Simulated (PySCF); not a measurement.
CBr4, charge -1, doublet, at the geometry of the source list (a state made from the parent by changing its charge; the spin is typed, not shown lowest) (in this run its highest filled SCF level lies above zero, so its values depend strongly on the basis, on diffuse functions most of all); HF/STO-3G (PySCF).

The PySCF input:
```python
from pyscf import gto, scf

mol = gto.Mole()
mol.atom = '''
Br
C  1 1.940793
Br 2 1.940779 1 109.470830
Br 2 1.940817 3 109.469001 1 120.001290
Br 2 1.940801 3 109.469593 4 119.998017
'''
mol.basis = 'sto-3g'
mol.charge = -1
mol.spin = 1
mol.verbose = 4
mol.build()

mf = scf.UHF(mol)
mf.kernel()
```

Question: What does PySCF print? Leave out banner, timings and long lists.

Answer: 
```
PySCF version 2.14.0

[INPUT] verbose = 4
[INPUT] num. atoms = 5
[INPUT] num. electrons = 147
[INPUT] charge = -1
[INPUT] spin (= nelec alpha-beta = 2S) = 1
[INPUT] symmetry False subgroup None
[INPUT] Mole.unit = angstrom
[INPUT] Symbol           X                Y                Z      unit          X                Y                Z       unit  Magmom
[INPUT]  1 Br     0.000000000000   0.000000000000   0.000000000000 AA    0.000000000000   0.000000000000   0.000000000000 Bohr   0.0
[INPUT]  2 C      1.940793000000   0.000000000000   0.000000000000 AA    3.667567234473   0.000000000000   0.000000000000 Bohr   0.0
[INPUT]  3 Br     2.587706858111   0.000000000000   1.829788399522 AA    4.890057252488   0.000000000000   3.457798941003 Bohr   0.0
[INPUT]  4 Br     2.587807318637   1.584671548519  -0.914854732886 AA    4.890247095369   2.994595224091  -1.728824888916 Bohr   0.0
[INPUT]  5 Br     2.587776964558  -1.584662229689  -0.914858398334 AA    4.890189734473  -2.994577614056  -1.728831815609 Bohr   0.0

nuclear repulsion = 1456.2582439403
number of shells = 35
number of NR pGTOs = 231
number of NR cGTOs = 77
basis = sto-3g
ecp = {}

******** <class 'pyscf.scf.uhf.UHF'> ********
method = UHF
initial guess = minao
damping factor = 0
level_shift factor = 0
DIIS = <class 'pyscf.scf.diis.CDIIS'>
diis_start_cycle = 1
diis_space = 8
diis_damp = 0
SCF conv_tol = 1e-09
SCF conv_tol_grad = None
SCF max_cycles = 50
direct_scf = True
direct_scf_tol = 1e-13
number electrons alpha = 74  beta = 73
Set gradient conv threshold to 3.16228e-05
init E= -10201.1595419677

cycle= 1 E= -10215.7650610722  delta_E= -14.6  |g|= 0.363  |ddm|= 2.79
cycle= 2 E= -10215.8380608753  delta_E= -0.073  |g|= 0.206  |ddm|= 0.82
cycle= 3 E= -10215.8691969611  delta_E= -0.0311  |g|= 0.0175  |ddm|= 0.31
cycle= 4 E= -10215.8696832528  delta_E= -0.000486  |g|= 0.00471  |ddm|= 0.0516
cycle= 5 E= -10215.8697351387  delta_E= -5.19e-05  |g|= 0.00234  |ddm|= 0.0165
cycle= 6 E= -10215.8697565873  delta_E= -2.14e-05  |g|= 0.000965  |ddm|= 0.0131
cycle= 7 E= -10215.8697606322  delta_E= -4.04e-06  |g|= 3.68e-05  |ddm|= 0.00857
cycle= 8 E= -10215.869760634  delta_E= -1.79e-09  |g|= 5.67e-06  |ddm|= 0.000116
cycle= 9 E= -10215.8697606341  delta_E= -1.09e-10  |g|= 1.35e-06  |ddm|= 3.41e-05
Extra cycle  E= -10215.8697606341  delta_E= -3.27e-11  |g|= 1.14e-06  |ddm|= 8.75e-06
converged SCF energy = -10215.8697606341  <S^2> = 0.75460838  2S+1 = 2.0046031
```
